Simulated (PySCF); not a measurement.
Molecule: `CCC(F)(F)CC`, C$_{5}$H$_{10}$F$_{2}$.

Geometry:
```json
{"atom": "C1", "x (Å)": "-2.280", "y (Å)": "-0.350", "z (Å)": "-0.111"}
{"atom": "C2", "x (Å)": "-0.827", "y (Å)": "-0.573", "z (Å)": "0.270"}
{"atom": "C3", "x (Å)": "-0.026", "y (Å)": "0.713", "z (Å)": "0.315"}
{"atom": "F4", "x (Å)": "-0.632", "y (Å)": "1.579", "z (Å)": "1.180"}
{"atom": "F5", "x (Å)": "-0.083", "y (Å)": "1.310", "z (Å)": "-0.914"}
{"atom": "C6", "x (Å)": "1.428", "y (Å)": "0.589", "z (Å)": "0.724"}
{"atom": "C7", "x (Å)": "2.278", "y (Å)": "-0.248", "z (Å)": "-0.215"}
{"atom": "H8", "x (Å)": "-2.355", "y (Å)": "0.125", "z (Å)": "-1.099"}
{"atom": "H9", "x (Å)": "-2.826", "y (Å)": "-1.304", "z (Å)": "-0.147"}
{"atom": "H10", "x (Å)": "-2.780", "y (Å)": "0.305", "z (Å)": "0.617"}
{"atom": "H11", "x (Å)": "-0.748", "y (Å)": "-1.047", "z (Å)": "1.262"}
{"atom": "H12", "x (Å)": "-0.337", "y (Å)": "-1.250", "z (Å)": "-0.447"}
{"atom": "H13", "x (Å)": "1.812", "y (Å)": "1.621", "z (Å)": "0.777"}
{"atom": "H14", "x (Å)": "1.454", "y (Å)": "0.190", "z (Å)": "1.751"}
{"atom": "H15", "x (Å)": "2.200", "y (Å)": "0.126", "z (Å)": "-1.246"}
{"atom": "H16", "x (Å)": "1.978", "y (Å)": "-1.307", "z (Å)": "-0.214"}
{"atom": "H17", "x (Å)": "3.337", "y (Å)": "-0.207", "z (Å)": "0.079"}
```

Geometry PBE0-D3(BJ)/def2-SVP throughout; GIAO in PySCF, gas phase, one conformer, non-relativistic; equivalent atoms averaged; basis pcSseg-1.

Task: How do the absolute shieldings σ depend on the functional? (ppm; last column core-seconds on shared hosts with different chips, so compare them loosely; the GGAs took longer than the global hybrids here, which isn't the general rule, and the cause wasn't traced)

Result: 
```
functional                    kind    C3  C2/C6  C1/C7  F4/F5  H11/H12/H13/H14  H8/H9/H10/H15/H16/H17  core-s
       PBE                     GGA  49.2  146.6  171.6  289.8            29.57                  30.15      24
      BLYP                     GGA  43.0  140.6  166.2  290.6            29.72                  30.28      23
      OPBE                     GGA  60.8  153.7  176.1  296.0            29.60                  30.19      24
       KT3                     GGA  58.6  149.8  172.7  294.9            29.70                  30.25      24
     B97-D                     GGA  51.2  145.9  169.6  296.1            29.76                  30.32      39
      PBE0           global hybrid  58.6  152.4  176.2  305.6            29.69                  30.20      15
      WP04           global hybrid  40.4  138.6  161.5  303.4            29.95                  30.46      13
 BHandHLYP           global hybrid  62.0  152.3  175.6  319.9            29.89                  30.32      15
 CAM-B3LYP  range-separated hybrid  54.6  149.6  174.5  308.6            29.75                  30.23      33
   wB97X-D  range-separated hybrid  58.5  152.3  176.0  308.4            29.83                  30.30      20
```

Task: Which nucleus moves most, in ppm?

Result: F4/F5 (fluorine of a CF2 group): from 289.8 ppm with PBE to 319.9 ppm with BHandHLYP. The smallest spread is 0.31 ppm, at H8/H9/H10/H15/H16/H17. Proton shifts span only some 12 ppm, so a few tenths of a ppm matter as much there as several ppm in carbon.
